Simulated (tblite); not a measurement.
Species: C₄H₁₀ClPSi₂.
Numbering: `[CH2:1]=[CH:2][C@@:3]1([Cl:4])[SiH2:5][PH:6][Si@@H:7]1[CH3:8]` (hydrogens: H9, H10 on C1; H11 on C2; H12, H13 on Si5; H14 on P6; H15 on Si7; H16, H17, H18 on C8)

Computed with GFN2-xTB (tblite), gas phase: L-BFGS steps from a force-field or distance-geometry start until the largest atomic force falls under 0.01 eV/Å.

Step 50: E = -656.7129 eV
```
atom  x, y, z in Å  |  force x, y, z in eV/Å
C1      2.8161   -0.6824   -0.3238    0.052   0.071   0.072
C2      1.8694    0.1886   -0.6325    0.031  -0.017  -0.012
C3      0.5520    0.3039    0.0216    0.019  -0.021  -0.002
Cl4     0.6208   -0.3037    1.7116    0.003  -0.002  -0.004
Si5    -0.2572    2.0588   -0.0776   -0.039   0.003  -0.062
P6     -1.4518    1.3839   -1.8879   -0.008   0.000   0.097
Si7    -0.7928   -0.6229   -1.0469   -0.038  -0.006   0.079
C8     -1.9623   -1.4990    0.1676   -0.035   0.013  -0.032
H9      2.6950   -1.3795    0.4897    0.048   0.056  -0.004
H10     3.7593   -0.7052   -0.8398   -0.021  -0.049  -0.074
H11     1.9927    0.8621   -1.4742    0.016  -0.013   0.036
H12    -1.0025    2.3272    1.1491   -0.031  -0.015  -0.008
H13     0.6807    3.1385   -0.3681    0.021   0.006  -0.035
H14    -2.7185    1.4123   -1.3319    0.061   0.027   0.020
H15    -0.2096   -1.4688   -2.0918   -0.011  -0.043   0.037
H16    -2.7852   -1.9708   -0.3588   -0.024  -0.001   0.018
H17    -2.3699   -0.7751    0.8709   -0.038  -0.062  -0.024
H18    -1.4452   -2.2612    0.7461   -0.005   0.053  -0.102
```

Step 51: E = -656.7158 eV
```
atom  x, y, z in Å  |  force x, y, z in eV/Å
C1      2.8199   -0.6775   -0.3128    0.043   0.062   0.042
C2      1.8706    0.1871   -0.6307    0.004  -0.063  -0.018
C3      0.5520    0.3033    0.0204   -0.012   0.011  -0.069
Cl4     0.6153   -0.3041    1.7060    0.006  -0.023   0.054
Si5    -0.2551    2.0610   -0.0756   -0.016  -0.024  -0.100
P6     -1.4557    1.3861   -1.8822   -0.053   0.057   0.088
Si7    -0.7982   -0.6204   -1.0527    0.003   0.003   0.147
C8     -1.9616   -1.5009    0.1641   -0.042   0.000  -0.030
H9      2.7023   -1.3660    0.5071    0.058   0.044   0.021
H10     3.7568   -0.7065   -0.8384    0.013  -0.052  -0.059
H11     1.9928    0.8430   -1.4851   -0.005   0.033   0.026
H12    -0.9956    2.3300    1.1527   -0.035  -0.007   0.004
H13     0.6826    3.1378   -0.3788    0.016   0.004  -0.023
H14    -2.7209    1.4215   -1.3199    0.084   0.014   0.003
H15    -0.2190   -1.4664   -2.0986   -0.004  -0.045   0.026
H16    -2.7835   -1.9747   -0.3617   -0.024  -0.013   0.013
H17    -2.3738   -0.7845    0.8721   -0.021  -0.047  -0.028
H18    -1.4378   -2.2622    0.7377   -0.014   0.047  -0.098
```

**Question.** Estimate the geometry and energy of step 52. (The exact step hangs on the optimiser's Hessian estimate; all steps are aligned on step 51, rigid shifts and turns removed.)

**Answer.** E = -656.7188 eV, largest force 0.161 eV/Å
```
atom  x, y, z in Å  |  force x, y, z in eV/Å
C1      2.8262   -0.6713   -0.2942   -0.018   0.066   0.009
C2      1.8713    0.1819   -0.6298    0.035  -0.096  -0.079
C3      0.5509    0.3025    0.0153   -0.037   0.035  -0.101
Cl4     0.6039   -0.3073    1.6978    0.009  -0.027   0.089
Si5    -0.2515    2.0647   -0.0767    0.003  -0.037  -0.102
P6     -1.4683    1.3942   -1.8730   -0.052   0.083   0.062
Si7    -0.8066   -0.6157   -1.0605    0.043   0.009   0.155
C8     -1.9599   -1.5050    0.1585   -0.026  -0.005  -0.025
H9      2.7150   -1.3465    0.5393    0.067   0.086  -0.014
H10     3.7551   -0.7111   -0.8327    0.036  -0.052  -0.026
H11     1.9900    0.8157   -1.5048   -0.026  -0.002   0.111
H12    -0.9874    2.3372    1.1543   -0.019  -0.005  -0.006
H13     0.6900    3.1355   -0.3933    0.002  -0.005  -0.010
H14    -2.7264    1.4355   -1.2968    0.072   0.002   0.003
H15    -0.2315   -1.4589   -2.1134   -0.016  -0.022   0.047
H16    -2.7805   -1.9834   -0.3633   -0.038  -0.037  -0.008
H17    -2.3766   -0.7986    0.8730   -0.008  -0.023  -0.022
H18    -1.4227   -2.2629    0.7238   -0.029   0.030  -0.083
```

The energy changes by -0.0030 eV. The first-order estimate −F·Δx gives -0.0043 eV and the mean of the old and new forces, exact on a quadratic surface, -0.0029 eV. The step makes an angle of 81° with the force vector and moves no atom by more than 0.040 Å.

The cost below is that of the whole relaxation. Hardware: Arm Neoverse V1, one thread, no GPU, shared host. Cost: 1.4 s of wall time.
